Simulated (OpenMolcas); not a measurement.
Ne4+: effect of the IPEA shift

| Quantity | Value |
| --- | --- |
| Program | OpenMolcas |
| Basis | ANO-RCC-VTZP [4s3p2d1f] |
| Scalar Hamiltonian | DKH2, point nucleus |
| Active space | 4 electrons in 4 orbitals (2s 2p) |
| State averaging | 2S+1 = 3 even, 3 roots; 2S+1 = 1 even, 6 roots; 2S+1 = 5 odd, 1 root; 2S+1 = 3 odd, 9 roots; 2S+1 = 1 odd, 8 roots |
| Spin-orbit coupling | RASSI with atomic mean-field integrals over the reference wave functions, term energies averaged over their components |

Methods on the same reference wave functions:
A. CASSCF
B. SS-CASPT2, IPEA 0 Eh, imaginary shift 0.1 Eh (closed shells correlated: 1s)
C. SS-CASPT2, IPEA 0.25 Eh, imaginary shift 0.1 Eh (closed shells correlated: 1s)

Energies in cm-1 above 2s2 2p2 3P0, the measured ground level; measured values from NIST levels in Podobedova, Fuhr, Reader and Wiese, J. Phys. Chem. Ref. Data 33, 525 (2004).

| Level | A | B | C | Measured |
| --- | --- | --- | --- | --- |
| 2s2 2p2 3P0 | 0.0 | 0.0 | 0.0 | 0.0 |
| 2s2 2p2 3P1 | 401 | 400 | 400 | 412 |
| 2s2 2p2 3P2 | 1154 | 1152 | 1152 | 1110 |
| 2s2 2p2 1D2 | 32773 | 30930 | 30680 | 30292 |
| 2s2 2p2 1S0 | 60764 | 64140 | 63820 | 63914 |
| 2s 2p3 5S* 2 | 77223 | 86690 | 86330 |  |
| 2s 2p3 3D* 2 | 179101 | 174930 | 174920 | 175905 |
| 2s 2p3 3D* 1 | 179103 | 174930 | 174930 | 175927 |
| 2s 2p3 3D* 3 | 179115 | 174950 | 174940 | 175834 |
| 2s 2p3 3P* 0 | 210694 | 208270 | 208120 | 208193 |
| 2s 2p3 3P* 1 | 210699 | 208270 | 208130 |  |
| 2s 2p3 3P* 2 | 210708 | 208280 | 208140 |  |
| 2s 2p3 1D* 2 | 285775 | 271650 | 271970 | 270564 |
| 2s 2p3 3S* 1 | 292771 | 279850 | 280850 |  |
| 2s 2p3 1P* 1 | 317252 | 304840 | 304930 |  |

Deviations, from unrounded energies. A percentage is the sum of absolute deviations over the sum of measured energies, with the sign that they share, or ± where signs differ.

```csv
Against measurement,Levels,A,B,C
mean absolute deviation (cm-1),9,3700,550,540
fine structure of the ground term (%),2,±3.6,±3.6,±3.6
other terms of the ground configuration (%),2,±6.0,+0.9,±0.5
other configurations (%),5,+2.7,±0.4,±0.4
```

B, C lie about equally close to measurement and A furthest from it. The largest miss of C in the table is 2s 2p3 1D* 2, by +1400 cm-1. The ranking rests on the paired levels alone, and a cruder setting can come out closer through cancelling errors.

Between B and C the level of the table that moves most is 2s 2p3 3S* 1, by 1000 cm-1 (lowest in B, highest in C). Moves below CASPT2's spread within the term are not significant.

The two smallest mean deviations differ by little beside CASPT2's spread within terms, so their order carries little weight.

From A to B the spin-free energies of the other terms of 2s2 2p2 shown, above 3P, scale by factors of 0.94 to 1.06.

The lowest spin-free term lies below A's lowest term by 0.084 hartree in B, 0.081 hartree in C.

Term energies are means over components that CASPT2 splits; among the terms shown or strongly mixed into the levels shown the widest spread is 130 cm-1 (2s 2p3 1D*, C). Measured partners are found by configuration, term and J. A level has none where our copy of the source lacks it or the pairing is in doubt (some pairs that miss far off the trend of their configuration count as doubtful), and it then counts in no deviation. Levels of configurations outside the active space are missing.

* marks odd parity.
